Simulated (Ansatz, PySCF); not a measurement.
Pulling on the B1–H5 bond in C2H3B (SMILES BC#C) (multiplicity 1 held, fragments rigid). Energies count from the point at 1.189 Å.
Geometry at that point (charge 0, multiplicity 1):
```csv
atom,x (Å),y (Å),z (Å)
B,-1.1934,-0.0518,-0.7150
C,0.0924,0.0040,0.0554
C,1.1293,0.0490,0.6766
H,2.0411,0.0886,1.2230
H,-1.9546,0.8608,-0.6666
H,-1.4500,-1.0086,-1.3734
```

R- and RO- levels are restricted; in cc, def2 and unpolarised 6-31G sets they are followed outwards from rest. U- levels take the lowest unrestricted solution at each point, which mixes spins at long bonds. Curves can end on different states.

Rows in 6-31G* carry no dispersion term and start afresh at each structure (6-31G* with six Cartesian d functions).

Programs: Ansatz (Gaussian orbitals); PySCF for 6-31G* rows. Each number belongs to the level named beside it.

Question: One of these levels gives 86.58 kcal/mol for the energy at R = 3.806 Å. Which one is it?
A. R-HF/cc-pVTZ
B. R-r2SCAN/cc-pVTZ
C. U-HF/6-31G*
D. U-r2SCAN/cc-pVTZ

Answer: C, U-HF/6-31G*. The others give 170.92 (R-HF/cc-pVTZ), 133.88 (R-r2SCAN/cc-pVTZ), 101.97 (U-r2SCAN/cc-pVTZ)

Doubts at one or more of the structures used: a spin-contaminated determinant (U-HF/6-31G*, U-r2SCAN/cc-pVTZ); a restricted determinant that unrestricted orbitals would lower (R-HF/cc-pVTZ, R-r2SCAN/cc-pVTZ).

Ansatz is an electronic-structure program.
